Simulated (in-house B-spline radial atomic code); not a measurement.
Computed with a B-spline radial atomic code. Model: two electrons, singlet ground state, non-relativistic, full CI in B-splines with partial waves to l = 8 (at full coupling up to 3e-4 hartree above the limit, correlation up to 0.6 % small), density held at that of full coupling by Lieb maximisation.

W(λ) is the mean repulsion in the state of coupling λ less the Hartree energy of the fixed density. Its start is exact exchange, its initial slope is twice the second-order Görling-Levy correlation energy, and its area from 0 to 1 is E_xc. A straight curve means weak, dynamic correlation, and a curve that drops fast and flattens means strong correlation.

Command:
```bash
python run_ac.py task.json out
```
Settings (lengths in bohr, energies in hartree):
```
potential              coulomb
strength               1.58
lmax                   8
wall_radius            0.584
```

Run time, properties included: 3.3 s on 1 thread of Intel(R) Xeon(R) Processor @ 2.30GHz, with other jobs on the host.

**W = mean repulsion less Hartree energy, and W of three functionals.**

Given: confinement point charge; nuclear charge 1.58; hard wall radius 0.584 bohr; external potential -Z/r.

Computed: LDA exchange minus exact 450.26 millihartree; SCAN exchange minus exact -8.4114 millihartree.

```
coupling  W xc (hartree)  W xc minus exchange (millihartree)  kinetic minus Kohn-Sham (millihartree)  LDA (PW92) W minus its exchange (millihartree)  PBE W minus its exchange (millihartree)  SCAN W minus its exchange (millihartree)
       0         -3.2109                                   0                                       0                                               0                                        0                                         0
    0.02          -3.213                              -2.077                                       0                                          -14.88                                    -3.35                                     -1.95
    0.05         -3.2161                              -5.182                                     0.1                                          -31.61                                    -8.34                                     -4.85
    0.12         -3.2233                             -12.368                                     0.7                                          -63.25                                    -19.8                                    -11.51
    0.25         -3.2365                             -25.508                                     3.2                                         -110.42                                   -40.38                                    -23.59
     0.4         -3.2513                             -40.347                                       8                                         -155.53                                   -63.03                                    -37.13
     0.6               ?                                   ?                                       ?                                               ?                                        ?                                         ?
     0.8               ?                                   ?                                       ?                                               ?                                        ?                                         ?
       1         -3.3074                             -96.415                                      47                                         -291.89                                  -144.03                                    -87.99
     1.4          -3.342                             -131.07                                    88.5                                          -362.4                                  -191.41                                    -119.4
       2         -3.3903                             -179.37                                   170.4                                         -451.28                                  -255.07                                    -163.4
       3         -3.4621                             -251.15                                     349                                         -570.99                                  -346.33                                   -229.65
     4.5         -3.5529                             -341.94                                   687.2                                         -710.35                                  -458.71                                   -315.66
       7         -3.6707                             -459.72                                    1357                                         -881.62                                  -603.65                                    -432.3
      10         -3.7745                             -563.56                                  2231.5                                         -1030.3                                  -734.06                                   -541.07
```

**Question.** What belongs in the row 0.6?

**Answer.** W xc (hartree): -3.2706; W xc minus exchange (millihartree): -59.608; kinetic minus Kohn-Sham (millihartree): 17.6; LDA (PW92) W minus its exchange (millihartree): -206.89; PBE W minus its exchange (millihartree): -91.59; SCAN W minus its exchange (millihartree): -54.64.

**Question.** What belongs in the row 0.8?

**Answer.** W xc (hartree): -3.2892; W xc minus exchange (millihartree): -78.29; kinetic minus Kohn-Sham (millihartree): 30.7; LDA (PW92) W minus its exchange (millihartree): -251.7; PBE W minus its exchange (millihartree): -118.53; SCAN W minus its exchange (millihartree): -71.57.

**Question.** What is the PBE exchange minus exact?

**Answer.** 144.51 millihartree.

**Energy parts, natural occupations and partial-wave weights.**

Computed: total energy 18.3207 hartree; exchange energy -3.2109 hartree; correlation energy -0.049444 hartree; kinetic part of the DFT correlation energy 0.046971 hartree; Hartree energy 6.4219 hartree; Kohn-Sham kinetic 29.413 hartree; Lieb Oxford ratio E_xc over LDA exchange 1.181.

```
natural  occupation of the shell (electrons)
      s                               1.9979
      p                                    ?
      d                            9.687e-05
      s                           8.3357e-05
      p                            1.439e-05
      f                           1.3343e-05
```

**Question.** What belongs in the row p?

**Answer.** occupation of the shell (electrons): 0.0019201.

```tsv
wave	weight
s	0.99897
p	?
d	5.0215e-05
f	7.1884e-06
g	1.6847e-06
```

**Question.** What belongs in the row p?

**Answer.** weight: 0.00096763.

**Question.** What is the kinetic part over minus potential part?

**Answer.** 0.48717.

**Question.** What is the initial slope twice GL2?

**Answer.** -0.10402 hartree.

Half-way to full coupling W has made 52 % of its drop, against 50 % for a straight line, and second-order (GL2) theory, half the initial slope, overshoots the correlation energy by about 5 %: correlation is weak here. Over couplings 0 to 1 the errors in E_xc come to about +328 millihartree for LDA, +118 millihartree for PBE, -4.3 millihartree for SCAN, so SCAN is nearest. In LDA and PBE and SCAN the errors of exchange and correlation have opposite signs, so the sum is smaller than the larger of the two.
